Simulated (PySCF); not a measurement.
ZrI₃, doublet: data card

Method: PySCF, UPBE, basis Zr def2-SVP with ECP28, I def2-SVP with ECP28 (scalar-relativistic core potentials, no spin–orbit coupling, density fitting).

The structure is a minimum.

```xyz
4
charge 0 multiplicity 2, angstrom
Zr    0.0000    0.0000    0.0000
I     2.6999    0.0000    0.0000
I    -1.3499    2.3382    0.0000
I    -1.3500   -2.3382    0.0000
```

```json
{
  "Point group": "D3h",
  "Bond lengths": "Zr–I 2.700 Å (×3)",
  "Bond angles": "I–Zr–I 120.0° (×3)",
  "Heat capacity Cp at 298.15 K": "80.6 J/(mol K)",
  "Atomisation energy without zero-point energy": "1176 kJ/mol",
  "Spin squared ⟨S²⟩": "0.756",
  "Rotational symmetry number": "6",
  "Enthalpy at 298.15 K above 0 K": "20.78 kJ/mol",
  "Rotational constants": "0.01215, 0.01215, 0.006074 cm⁻¹",
  "Highest occupied level (α)": "-4.87 eV",
  "Principal polarisabilities": "95.7, 164.3, 164.3 bohr³",
  "Zero-point energy": "4.8 kJ/mol",
  "Principal quadrupole moments (Buckingham, traceless) about the centre of mass": "-0.29, -0.29, 0.57 D Å",
  "Lowest empty level (α)": "-3.75 eV",
  "Dipole moment": "0.00 D",
  "Entropy at 298.15 K and 1 bar (electronic part: spin only)": "408.1 J/(mol K)"
}
```

Harmonic modes (masses in u: Zr 89.905, I 126.904):
| symmetry | ω (cm⁻¹) | IR (km/mol, summed over degenerate members) | μ (u) |
| --- | --- | --- | --- |
| e' | 40 | 0.0 | 121.79 |
| a2'' | 44 | 1.4 | 95.21 |
| a1' | 153 | 0.0 | 126.90 |
| e' | 262 | 89.0 | 98.31 |

In D3h the vibrations span 2e' + a2'' + a1'. The a1' mode carries no infrared intensity, as symmetry demands.

Charges (e):
```
  atom  Mulliken  Löwdin  polar tensor  spin (Mulliken)  Mayer order to Zr1
   Zr1      0.38   -0.72          1.24             1.14                   –
I2,3,4     -0.13    0.24         -0.41            -0.05                1.39
```

Mulliken populations on Zr1 (electrons outside its core potential): s 2.60, p 6.40, d 2.59, f 0.04.

Formally Zr is in oxidation state +3, d1, with 1 unpaired electron. The Mulliken spin on Zr is 1.14. The polar-tensor charge on Zr, 1.24, is far below the formal one.

This need not be the most stable arrangement of these atoms. Other spin states or occupations of the open shell can lie lower. Spin–orbit coupling, left out here, can matter for elements this heavy.

The final relaxation and frequency run took roughly 2.5 core-minutes on a shared host.
